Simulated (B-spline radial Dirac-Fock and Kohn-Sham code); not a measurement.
# Tl²⁺ 5s: cross section and angular parameters

System: Tl²⁺, configuration [Xe] 4f14 5d10 6s1; threshold 157.9 eV (orbital energy of the model). Model: Dirac-Hartree-Slater photoionisation with a Latter tail; cross sections with all multipoles, angular parameters from the dipole term and its interference with E2. Program: an atomic code on a B-spline grid.

| hν (eV) | σ (kb) | β | γ |
| --- | --- | --- | --- |
| 194 | 59.2 | 0.927 | -0.081 |
| 219 | 58.9 | 1.154 | 0.024 |
| 291 | 51.9 | 1.460 | 0.224 |
| 526 | 29.7 | 1.714 | 0.451 |
| 627 | 24.1 | 1.752 | 0.486 |
| 659 | 22.6 | 1.761 | 0.494 |
| 1010 | 12.6 | 1.818 | 0.519 |
| 1060 | 11.7 | 1.823 | 0.517 |
| 1253.6 | 9.14 | 1.839 | 0.503 |
| 1290 | 8.77 | 1.841 | 0.500 |
| 1486.9 | 7.09 | 1.853 | 0.479 |
| 1700 | 5.77 | 1.862 | 0.452 |
| 2000 | 4.46 | 1.872 | 0.408 |
| 2350 | 3.44 | 1.881 | 0.354 |
| 4960 | 0.960 | 1.911 | 0.022 |
| 5740 | 0.737 | 1.915 | -0.042 |
| 6000 | 0.680 | 1.916 | -0.060 |
| 6670 | 0.560 | 1.918 | -0.099 |
| 7510 | 0.449 | 1.921 | -0.136 |
| 8047.8 | 0.394 | 1.922 | -0.152 |
| 9251.7 | ? | ? | ? |
| 11500 | 0.198 | 1.928 | -0.166 |
| 12000 | 0.182 | 1.928 | -0.157 |
| 12400 | 0.171 | 1.929 | -0.149 |

Q: Give the values at Ga Kα (9251.7 eV).

A: σ = 0.303 kb, β = 1.925, γ = -0.174. For an s subshell δ is negligible.

Values without a named source are computed, but for edge energies of neutral atoms, which are taken from tables.
